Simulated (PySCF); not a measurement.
Cl2Pb, charge +1, doublet, geometry from GFN2-xTB (such geometries of metal compounds can be far from the true shape) (a state made from the parent by changing its charge; the spin is typed, not shown lowest) (core potentials on Pb). Base run: PBE/def2-SV(P) run with PySCF.

The PySCF input:
```python
from pyscf import gto, scf, dft

mol = gto.Mole()
mol.atom = '''
    Pb    0.010156   -0.015659    0.634723
    Cl    0.889491    1.051078   -1.520427
    Cl   -0.938478   -0.975544   -1.541178
'''
mol.basis = 'def2-sv(p)'
mol.ecp = {'Pb': 'def2-sv(p)'}
mol.charge = 1
mol.spin = 1
mol.verbose = 4
mol.build()

mf = dft.UKS(mol)
mf.xc = 'pbe'
mf.kernel()
```

The base run was repeated with changes; each row names its change, and settings that it needs were set with it.

```
change                                                                                                                                 basis functions        E (Eh)  HOMO (eV)        outcome
-------------------------------------------------------------------------------------------------------------------------------------  ---------------  ------------  ---------  -------------
base                                                                                                                                                62   -1112.40228     -12.61      converged
basis = x2c-SVPall; relativity = spin-free X2C (without mol.ecp = {'Pb': 'def2-sv(p)'})                                                             98  -21811.36259     -12.61      converged
basis = x2c-SVPall; relativity = spin-free X2C; nucleus = Gaussian (with mol.nucmod = 'G'; without mol.ecp = {'Pb': 'def2-sv(p)'})                  98  -21807.12416     -12.61      converged
basis = x2c-SVPall; relativity = none (without mol.ecp = {'Pb': 'def2-sv(p)'})                                                                      98  -17648.25703     -11.31      converged
basis = jorge-DZP-DKH; relativity = spin-free X2C; nucleus = Gaussian (with mol.nucmod = 'G'; without mol.ecp = {'Pb': 'def2-sv(p)'})              111  -21795.60613     -12.76      converged
basis = jorge-DZP-DKH; relativity = spin-free X2C (without mol.ecp = {'Pb': 'def2-sv(p)'})                                                         111  -21799.29253     -12.76      converged
basis = jorge-DZP-DKH; relativity = none (without mol.ecp = {'Pb': 'def2-sv(p)'})                                                                  111             -          -  not converged
basis = x2c-TZVPall; relativity = spin-free X2C; nucleus = Gaussian (with mol.nucmod = 'G'; without mol.ecp = {'Pb': 'def2-sv(p)'})                157  -21808.65874     -12.65      converged
basis = x2c-TZVPall; relativity = spin-free X2C (without mol.ecp = {'Pb': 'def2-sv(p)'})                                                           157  -21812.96157     -12.65      converged
basis = x2c-TZVPall; relativity = none (without mol.ecp = {'Pb': 'def2-sv(p)'})                                                                    157  -19606.93125     -12.56      converged
```

Absolute energies of different levels of theory aren't comparable as measures of quality.

Open shells are given as the SCF converged; they aren't shown to be the lowest states, and a large step between rows can be another state.

Basis sets contracted for a relativistic Hamiltonian are a mismatch without it, so the rows without relativity aren't non-relativistic limits. No row has spin-orbit coupling; sets with core potentials leave out the core electrons.
